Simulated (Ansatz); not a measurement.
GeH₆O₄Si (`[OH][GeH2][O][SiH](O)O`), relaxed with RKS PBE0-D4/def2-TZVP in Ansatz 0.2.0 from a GFN2-xTB geometry. The force threshold is 0.005 eV/Å; the program also tests the step.

The species carries charge 0 and has multiplicity 1.

Start:

```xyz
12

O     1.724    1.626   -0.013
Ge    1.168    0.738   -1.380
O    -0.261   -0.148   -0.904
Si   -1.083   -0.452    0.452
O    -1.269   -2.044    0.702
O    -0.207    0.118    1.701
H     1.324    1.335    0.809
H     0.730    1.694   -2.448
H     2.172   -0.297   -1.808
H    -2.359    0.235    0.341
H    -1.519   -2.605   -0.025
H    -0.421   -0.200    2.574
```

```csv
step,energy (eV),largest force (eV/Å),largest move (Å)
1,-72672.1926,0.978,0.000
2,-72672.2697,0.418,0.056
3,-72672.2841,0.090,0.028
4,-72672.2884,0.069,0.039
5,-72672.2917,0.086,0.052
6,-72672.2954,0.211,0.087
7,-72672.2993,0.312,0.074
8,-72672.3045,0.360,0.069
9 (rejected),-72672.2961,0.409,0.124
10,-72672.3115,0.086,0.059
11,-72672.3134,0.128,0.100
12,-72672.3151,0.042,0.041
13,-72672.3153,0.088,0.028
14,-72672.3154,0.053,0.025
15,-72672.3157,0.007,0.023
16,-72672.3158,0.004,0.007
```

End:

```xyz
12

O     1.557    1.898   -0.055
Ge    1.142    0.752   -1.330
O    -0.486    0.110   -0.976
Si   -1.108   -0.441    0.409
O    -1.123   -2.073    0.543
O    -0.116    0.076    1.618
H     1.313    1.532    0.804
H     1.047    1.536   -2.638
H     2.107   -0.445   -1.361
H    -2.482    0.086    0.542
H    -1.767   -2.565    0.034
H    -0.085   -0.465    2.409
```

It took 48 s on 2 threads of an AMD EPYC 7R13 on a shared host and a share of an NVIDIA H100 80 GB, with 0.92 GiB of host memory at the peak.
